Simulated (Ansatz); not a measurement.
Consider the cleavage of the B–Si bond: `COB(N)[SiH3]` + H–F → `COB(N)F` + SiH₄.

Calculated with Ansatz (gas phase, PBE0-D4/def2-TZVP geometries, no zero-point term in ΔE). CBS: MP2 limit from def2 TZ/QZ plus the TZ coupled-cluster correction, frozen cores. This one scheme is used for every species. Functionals use def2-TZVPP. B3LYP here is the variant with VWN-RPA as its local correlation; programs differ in this. One conformer a species, not always the lowest.

`COB(N)[SiH3]`:

Z-matrix (Å, degrees):
```
C
O 1 1.404
H 1 1.093 2 109.5
H 1 1.096 2 112.3 3 -120.5
H 1 1.093 2 109.4 3 119.0
B 2 1.366 1 123.6 3 120.0
Si 6 2.038 2 124.5 1 0.0
N 6 1.402 2 116.9 1 -180.0
H 7 1.492 6 110.0 2 180.0
H 7 1.492 6 112.6 2 60.3
H 7 1.492 6 112.6 2 -60.3
H 8 1.007 6 122.2 2 0.0
H 8 1.003 6 123.1 2 -180.0
```

H–F:

Cartesian coordinates in Å:
```
F -0.268 0.267 -0.263
H 0.268 -0.267 0.263
```

`COB(N)F`:

Z-matrix (Å, degrees):
```
C
O 1 1.412
H 1 1.093 2 111.5
H 1 1.090 2 107.5 3 -119.4
H 1 1.094 2 111.4 3 121.4
B 2 1.359 1 120.4 3 -58.5
F 6 1.345 2 120.1 1 0.2
N 6 1.400 2 120.7 1 -179.8
H 8 1.003 6 122.4 2 -180.0
H 8 1.003 6 122.2 2 0.0
```

SiH₄:

```xyz
5

Si    0.000    0.000    0.000
H    -0.546   -1.354    0.268
H     1.467   -0.004    0.229
H    -0.641    0.982    0.911
H    -0.280    0.376   -1.409
```

Q: Is it downhill or uphill in electronic energy at CCSD(T)/CBS, and by how much? (Best estimate.)

A: The calculation gave: Downhill: ΔE = -153.8 kJ/mol.

Q: What do these levels give: r2SCAN-D4, PBE0-D4, B3LYP-D4, ωB97X-V, HF/def2-TZVPP, SCS-MP2/def2-TZVPP? (Best estimate.)

A: The calculation gave: r2SCAN-D4 -161.0, PBE0-D4 -148.1, B3LYP-D4 -160.9, ωB97X-V -161.0, HF/def2-TZVPP -201.0, SCS-MP2/def2-TZVPP -165.6 kJ/mol.

Largest T1 diagnostic among the species: 0.013.

From PBE to PBE0 (25 % exact exchange), in def2-TZVPP and without D4, ΔE moves by −7.8 kJ/mol. The D4 term adds +9.8 kJ/mol with B3LYP and +5.6 kJ/mol with PBE0; it sums over pairs of atoms, weighted by their polarisabilities, and B3LYP, whose exchange is more repulsive, gets the larger term. In def2-TZVPP, CCSD(T) changes the Hartree–Fock value by +42.6 kJ/mol (the triples alone add +6.2 kJ/mol) and MP2 by +42.5 kJ/mol.
